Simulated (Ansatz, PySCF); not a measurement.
O2Si2, SMILES o1[si]2o[si]1=2.

Geometry: B3LYP-D3(BJ)/def2-SVP.

Vertical ionisation energy (IE) and electron affinity (EA) in eV. Rows of orbital energies are one-electron estimates. Where ΔSCF, EOM or ADC give a negative EA the extra electron is unbound and the value depends on the basis.

```tsv
level	IE	EA
−ε(HOMO), −ε(LUMO), M06-2X/def2-TZVPD (PySCF)	___	___
−ε(HOMO), −ε(LUMO), PBE/def2-TZVPD (PySCF)	6.01	3.35
ADC(2)/aug-cc-pVDZ (PySCF)	8.77	0.43
ΔSCF, PBE0/def2-SVPD (Ansatz), final states of multiplicity 2 and 2	9.23	0.73
ΔSCF, PBE/def2-SVPD (Ansatz), final states of multiplicity 2 and 2	9.02	0.82
```

**Question.** What belongs in the gaps? (Estimate from the structure and the level; the computed values follow.)

**Answer.** 
- −ε(HOMO), −ε(LUMO), M06-2X/def2-TZVPD (PySCF), IE: 8.09
- −ε(HOMO), −ε(LUMO), M06-2X/def2-TZVPD (PySCF), EA: 1.56

**Question.** What vertical singlet–triplet gap does ΔSCF give with PBE0/def2-SVPD (Ansatz, a quantum-chemistry and plane-wave program) and with PBE/def2-SVPD (Ansatz)? (An estimate is asked for; the answer gives what the named calculation found.)

**Answer.** 2.49 and 2.21 eV (triplet above singlet where positive).

**Question.** Beyond the first one, list the lowest photoelectron lines from ADC(2)/aug-cc-pVDZ (PySCF) with their pole strengths (two spins summed). (An estimate is asked for; the answer gives what the named calculation found.)

**Answer.** 9.91 eV (1.67), 10.42 eV (1.68), 11.29 eV (1.83), 12.58 eV (1.69), 13.44 eV (1.67).
